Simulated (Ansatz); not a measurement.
Ansatz (a quantum-chemistry and plane-wave program) input:

Ansatz 0.2 input:
```yaml
crystal:
  periodic: [false, false, false]
  atoms:
    - {symbol: Si, position_ang: [0.07517424, -0.46621636, 0.05137629]}
    - {symbol: F, position_ang: [-0.20525284, -1.57767369, -1.03997708]}
    - {symbol: F, position_ang: [0.64945693, -1.17719568, 1.34355920]}
    - {symbol: O, position_ang: [1.16311850, 0.52994270, -0.60252590]}
    - {symbol: C, position_ang: [1.75678846, 1.64854443, 0.05045331]}
    - {symbol: O, position_ang: [-1.29010571, 0.25760784, 0.51573911]}
    - {symbol: C, position_ang: [-2.17916714, 0.97096788, -0.33911931]}
    - {symbol: H, position_ang: [0.99642250, 2.30239937, 0.48476907]}
    - {symbol: H, position_ang: [2.32113044, 2.20580965, -0.69521650]}
    - {symbol: H, position_ang: [2.43555944, 1.31782375, 0.83899547]}
    - {symbol: H, position_ang: [-2.69421211, 0.28629098, -1.01576631]}
    - {symbol: H, position_ang: [-2.91387548, 1.47028245, 0.29011712]}
    - {symbol: H, position_ang: [-1.64513126, 1.72076905, -0.92811570]}
basis:
  gaussian:
    orbitals: 6-31G
magnetization: {spin_polarized: false}
correlation: {method: ccsd_t, electrons: outside_noble_gas}
```

Question: Which total energy does the run end on?

Answer: -717.47239 Eh (CCSD(T)/6-31G). The basis has 79 functions.
